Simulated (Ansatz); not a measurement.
Born–Oppenheimer molecular dynamics of a periodic cell of 16 atoms, H$_{10}$CO$_{5}$ (contents 4 H2O + 1 H2CO, density as packed 0.94 g/cm³ with natural masses). It starts from a partly relaxed structure (largest force component 0.15 eV/Å).

Method: DFT PBE, scalar-relativistic, plane waves, PAW (Ansatz 0.2.0). Settings: accuracy low, cutoff 420 eV, k mesh 1x1x1, fermi-dirac smearing 0.02 eV, no spin polarisation.

| Property | Result |
| --- | --- |
| ensemble | NVT, Langevin thermostat |
| time step | 0.5 fs |
| steps asked | 300 |
| set temperature | 1500 K |
| friction | 0.02 /fs |
| seed | 111109 |

Frames 2.5 fs apart, positions in Å.

Velocities at 10.0 fs (Å/ps):

```
O 12.04 6.20 -7.16
H 34.12 -4.88 36.24
H 48.67 -75.07 40.24
O -8.38 -1.12 -0.51
H -6.12 66.92 -10.41
H 13.94 -20.16 6.35
O 5.60 -9.09 -9.46
H -32.09 -21.57 -2.94
H 40.97 20.84 -8.17
O -7.62 -10.29 -8.34
H -82.95 23.88 42.88
H -3.65 -14.41 4.47
O 5.44 -16.56 7.96
C 6.62 -2.25 14.90
H 2.62 32.68 11.05
H -2.30 14.89 7.24
```

```xyz
16
Lattice="5.6567 0.0000 0.0000 0.0000 5.6567 0.0000 0.0000 0.0000 5.6567" Properties=species:S:1:pos:R:3 time_fs=10.0 energy_less_start_eV=0.725 T=1337
O 4.374 -0.262 2.005
H 3.743 -0.582 1.380
H 4.308 0.703 1.827
O 4.705 3.309 5.019
H 5.405 3.312 4.316
H 4.412 4.190 5.122
O 2.881 1.981 0.954
H 3.692 2.424 0.626
H 2.829 1.339 0.180
O 0.394 3.175 2.569
H 1.201 2.828 2.291
H 0.331 3.943 2.001
O 2.931 5.263 5.128
C 2.432 5.091 4.007
H 1.771 5.821 3.418
H 2.574 4.130 3.492
16
Lattice="5.6567 0.0000 0.0000 0.0000 5.6567 0.0000 0.0000 0.0000 5.6567" Properties=species:S:1:pos:R:3 time_fs=12.5 energy_less_start_eV=1.331 T=1031
O 4.403 -0.250 1.991
H 3.772 -0.625 1.424
H 4.406 0.626 1.940
O 4.685 3.300 5.016
H 5.382 3.445 4.296
H 4.426 4.212 5.140
O 2.890 1.959 0.937
H 3.658 2.426 0.603
H 2.905 1.379 0.183
O 0.368 3.149 2.557
H 1.173 2.806 2.374
H 0.290 3.933 1.998
O 2.941 5.229 5.146
C 2.449 5.090 4.040
H 1.831 5.861 3.483
H 2.580 4.161 3.500
16
Lattice="5.6567 0.0000 0.0000 0.0000 5.6567 0.0000 0.0000 0.0000 5.6567" Properties=species:S:1:pos:R:3 time_fs=15.0 energy_less_start_eV=2.099 T=728
O 4.437 -0.254 1.986
H 3.688 -0.712 1.406
H 4.496 0.806 2.062
O 4.670 3.296 5.013
H 5.327 3.525 4.280
H 4.411 4.276 5.130
O 2.900 1.941 0.927
H 3.722 2.509 0.573
H 2.876 1.369 0.169
O 0.340 3.127 2.552
H 1.372 2.678 2.414
H 0.191 3.946 1.978
O 2.945 5.204 5.161
C 2.457 5.102 4.072
H 1.898 5.864 3.542
H 2.591 4.179 3.506
16
Lattice="5.6567 0.0000 0.0000 0.0000 5.6567 0.0000 0.0000 0.0000 5.6567" Properties=species:S:1:pos:R:3 time_fs=17.5 energy_less_start_eV=2.251 T=693
O 4.472 -0.256 1.978
H 3.709 -0.684 1.458
H 4.544 0.834 2.131
O 4.664 3.301 5.007
H 5.265 3.524 4.274
H 4.360 4.235 5.130
O 2.911 1.936 0.923
H 3.680 2.542 0.569
H 2.808 1.296 0.113
O 0.329 3.097 2.530
H 1.397 2.683 2.458
H 0.157 3.905 1.987
O 2.947 5.186 5.174
C 2.466 5.111 4.088
H 1.950 5.936 3.553
H 2.603 4.171 3.515
16
Lattice="5.6567 0.0000 0.0000 0.0000 5.6567 0.0000 0.0000 0.0000 5.6567" Properties=species:S:1:pos:R:3 time_fs=20.0 energy_less_start_eV=1.538 T=1055
O 4.509 -0.255 1.958
H 3.779 -0.563 1.561
H 4.510 0.662 2.089
O 4.662 3.308 5.006
H 5.211 3.476 4.254
H 4.254 4.158 5.136
O 2.930 1.934 0.923
H 3.539 2.504 0.557
H 2.760 1.277 0.161
O 0.334 3.071 2.509
H 1.190 2.830 2.453
H 0.168 3.838 1.977
O 2.940 5.170 5.192
C 2.474 5.118 4.092
H 1.990 5.991 3.548
H 2.610 4.160 3.529
16
Lattice="5.6567 0.0000 0.0000 0.0000 5.6567 0.0000 0.0000 0.0000 5.6567" Properties=species:S:1:pos:R:3 time_fs=22.5 energy_less_start_eV=1.173 T=1162
O 4.549 -0.254 1.952
H 3.679 -0.501 1.578
H 4.446 0.648 2.043
O 4.661 3.309 5.012
H 5.183 3.423 4.172
H 4.140 4.157 5.171
O 2.952 1.917 0.929
H 3.509 2.576 0.495
H 2.722 1.320 0.281
O 0.329 3.048 2.496
H 1.242 2.921 2.370
H 0.164 3.794 1.929
O 2.931 5.160 5.214
C 2.473 5.138 4.098
H 2.013 6.016 3.539
H 2.590 4.143 3.547
16
Lattice="5.6567 0.0000 0.0000 0.0000 5.6567 0.0000 0.0000 0.0000 5.6567" Properties=species:S:1:pos:R:3 time_fs=25.0 energy_less_start_eV=2.341 T=615
O 4.584 -0.263 1.956
H 3.594 -0.467 1.568
H 4.375 0.806 2.000
O 4.656 3.309 5.018
H 5.134 3.386 4.112
H 4.104 4.111 5.182
O 2.971 1.905 0.951
H 3.523 2.647 0.390
H 2.651 1.256 0.311
O 0.312 3.021 2.486
H 1.500 2.920 2.270
H 0.126 3.791 1.851
O 2.922 5.151 5.225
C 2.472 5.148 4.091
H 2.038 6.024 3.580
H 2.575 4.145 3.573
16
Lattice="5.6567 0.0000 0.0000 0.0000 5.6567 0.0000 0.0000 0.0000 5.6567" Properties=species:S:1:pos:R:3 time_fs=27.5 energy_less_start_eV=2.102 T=757
O 4.599 -0.265 1.951
H 3.683 -0.435 1.592
H 4.355 0.791 1.921
O 4.646 3.308 5.010
H 5.046 3.356 4.102
H 4.126 4.059 5.161
O 2.990 1.907 0.964
H 3.458 2.570 0.352
H 2.578 1.158 0.332
O 0.313 3.002 2.461
H 1.490 2.894 2.229
H 0.085 3.776 1.817
O 2.911 5.139 5.238
C 2.470 5.139 4.073
H 2.046 6.046 3.636
H 2.550 4.199 3.551
16
Lattice="5.6567 0.0000 0.0000 0.0000 5.6567 0.0000 0.0000 0.0000 5.6567" Properties=species:S:1:pos:R:3 time_fs=30.0 energy_less_start_eV=1.269 T=1226
O 4.606 -0.256 1.948
H 3.775 -0.466 1.629
H 4.395 0.645 1.837
O 4.649 3.294 4.995
H 4.976 3.331 4.109
H 4.125 4.128 5.178
O 3.003 1.900 0.979
H 3.403 2.367 0.304
H 2.548 1.176 0.440
O 0.330 2.984 2.424
H 1.232 2.851 2.211
H 0.073 3.671 1.802
O 2.897 5.117 5.242
C 2.474 5.130 4.062
H 1.989 6.093 3.684
H 2.528 4.235 3.489
16
Lattice="5.6567 0.0000 0.0000 0.0000 5.6567 0.0000 0.0000 0.0000 5.6567" Properties=species:S:1:pos:R:3 time_fs=32.5 energy_less_start_eV=1.238 T=1325
O 4.621 -0.246 1.945
H 3.719 -0.590 1.655
H 4.449 0.666 1.749
O 4.665 3.277 4.985
H 4.944 3.302 4.026
H 4.144 4.133 5.192
O 3.011 1.881 0.998
H 3.465 2.234 0.154
H 2.549 1.208 0.564
O 0.330 2.971 2.386
H 1.157 2.727 2.178
H 0.020 3.574 1.754
O 2.881 5.094 5.240
C 2.483 5.116 4.062
H 1.945 6.095 3.723
H 2.524 4.203 3.372
16
Lattice="5.6567 0.0000 0.0000 0.0000 5.6567 0.0000 0.0000 0.0000 5.6567" Properties=species:S:1:pos:R:3 time_fs=35.0 energy_less_start_eV=1.934 T=900
O 4.628 -0.242 1.946
H 3.727 -0.688 1.677
H 4.480 0.788 1.693
O 4.678 3.259 4.972
H 4.920 3.298 3.956
H 4.201 4.062 5.191
O 3.024 1.872 1.018
H 3.535 2.142 0.069
H 2.494 1.123 0.674
O 0.311 2.954 2.363
H 1.341 2.527 2.084
H -0.048 3.554 1.615
O 2.864 5.072 5.227
C 2.489 5.100 4.069
H 1.941 6.008 3.744
H 2.538 4.203 3.259
16
Lattice="5.6567 0.0000 0.0000 0.0000 5.6567 0.0000 0.0000 0.0000 5.6567" Properties=species:S:1:pos:R:3 time_fs=37.5 energy_less_start_eV=1.690 T=1255
O 4.619 -0.225 1.946
H 3.853 -0.680 1.681
H 4.468 0.744 1.682
O 4.694 3.242 4.951
H 4.880 3.277 4.007
H 4.264 4.030 5.188
O 3.044 1.857 1.023
H 3.529 2.042 0.136
H 2.421 1.022 0.808
O 0.306 2.940 2.339
H 1.267 2.454 2.037
H -0.074 3.447 1.521
O 2.840 5.040 5.206
C 2.496 5.070 4.063
H 1.962 5.904 3.736
H 2.517 4.293 3.242
```

Of the whole run (150 fs, mean temperature of the second half 1306 K): The mean temperature of the second half is 13 % below the set value. A run of 0.15 ps of so small a system gives no equilibrium averages. Limits of this set-up: coarse k mesh, low accuracy level.

The run took 3.4 min on 1 thread of Arm Neoverse V2, with other jobs on the host, peak memory 0.3 GiB.
